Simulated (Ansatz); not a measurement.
Mulliken charges of `F[C]1=[CH][Zn]1` from B3LYP/def2-TZVPP in Ansatz (PBE0-D4/def2-TZVP geometry).

```tsv
atom	x (Å)	y (Å)	z (Å)	charge (e)
F1	0.071	-1.420	1.053	-0.161
C2	-0.346	-0.569	0.115	-0.041
C3	0.327	0.586	-0.195	-0.137
Zn4	-1.252	0.384	-1.278	0.274
H5	1.250	0.946	0.263	0.065
```

**Question.** By hand: the dipole of these point charges (1 e Å = 4.8032 D).

**Answer.** Σ q r = (-0.304, 0.338, -0.481) e Å, of length 0.662 e Å = 3.18 D.

**Question.** How does the dipole of the full density compare? (An estimate is asked.)

**Answer.** The calculation gave: (-0.458, 0.330, -0.595) e Å, 3.94 D; the point charges give 0.81 times that, at 8° from its direction.

Point charges leave out the atoms' own dipoles, such as those of lone pairs, and Mulliken's split depends on the basis, so the two needn't agree.

B3LYP here is the variant with VWN-RPA as its local correlation; programs differ in this.
